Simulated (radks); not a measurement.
Q: The table gives one normalised radial function P(r) = r R(r) (large component) of Eu11+ in [Kr] 4d10 4f4 5s2 (r in bohr). All-electron calculation, Dirac Kohn-Sham, LB94 model potential, spin-unpolarised, spherical densities, finite nucleus; open shells fill j = l - 1/2 first; Fermi nuclear charge, rms radius 5.1115 fm. Program: a radial shooting solver on a logarithmic mesh with Libxc functionals.

r,P
0.001787,0.0000
0.002346,0.0000
0.003055,0.0000
0.004009,0.0000
0.005263,0.0000
0.006853,0.0000
0.008995,0.0000
0.01181,0.0001
0.0155,0.0002
0.02018,0.0004
0.02649,0.0011
0.03477,0.0029
0.04527,0.0071
0.05942,0.0174
0.07799,0.0404
0.1016,0.0860
0.1333,0.1742
0.175,0.3238
0.2278,0.5371
0.2991,0.8039
0.3925,1.0477
0.5111,1.1793
0.6709,1.1467
0.8806,0.9383
1.147,0.6295
1.505,0.3161
1.976,0.1079
2.572,0.0228
3.377,0.0023

Which n and l does it have? It may be an empty orbital.

A: n = 4, l = 3: the number of nodes gives n - l - 1 = 0, the rise at small r points to l (this Dirac orbital starts outside the nucleus as r^gamma with gamma = sqrt((l + 1)^2 - (Z/c)^2) = 3.97; the j = 7/2 orbital of l + 1 starts with the same power, but with a smaller coefficient, and then steepens), and the extent must fit the shell. The curve is that of 4f7/2; the two j differ most near the nucleus, where j = l - 1/2 has the larger amplitude, and in heavy atoms j = l - 1/2 is also the more compact. 4f7/2 (empty): eigenvalue -200.10 eV, 0 radial nodes, <r> = 0.722 bohr, 90 % of the charge inside 1.15 bohr.
